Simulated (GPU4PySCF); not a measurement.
C7H18O3Si, SMILES CCO[Si](C)(OCC)OCC.

Geometry optimised at r2SCAN-D4/def2-TZVP. The isomer is the one that the SMILES or the coordinates give; other isomers of the formula were not compared. Other conformers were not sampled.

These are TDDFT-PBE/def2-SVPD in GPU4PySCF values and carry that method's errors.

Vertical excitations. 

Computed excitation energies, oscillator strengths and character:
```csv
state,energy (eV),λ (nm),f,main pairs
S1,6.28,197,0.000,HOMO→LUMO 92 %
S2,6.28,197,0.005,HOMO−1→LUMO 92 %
S3,6.43,193,0.005,HOMO−2→LUMO 100 %
S4,6.73,184,0.003,HOMO→LUMO+1 98 %
S5,6.74,184,0.006,HOMO−1→LUMO+1 98 %
S6,6.86,181,0.001,HOMO→LUMO+2 97 %
S7,6.87,181,0.000,HOMO−1→LUMO+2 92 %
S8,6.88,180,0.001,HOMO−2→LUMO+1 94 %
S9,6.91,179,0.006,HOMO−3→LUMO 99 %
S10,6.96,178,0.003,HOMO→LUMO+3 98 %
S11,6.96,178,0.002,HOMO−1→LUMO+3 98 %
S12,7.01,177,0.016,HOMO−2→LUMO+2 99 %
T1,6.22,199,0,HOMO→LUMO 96 %
T2,6.24,199,0,HOMO−1→LUMO 96 %
T3,6.37,195,0,HOMO−2→LUMO 99 %
T4,6.68,186,0,"HOMO−1→LUMO+1 72 %, HOMO→LUMO+1 26 %"
```
Triplets are in the Tamm–Dancoff approximation, which puts them higher than full response would, so one can lie above its singlet here.
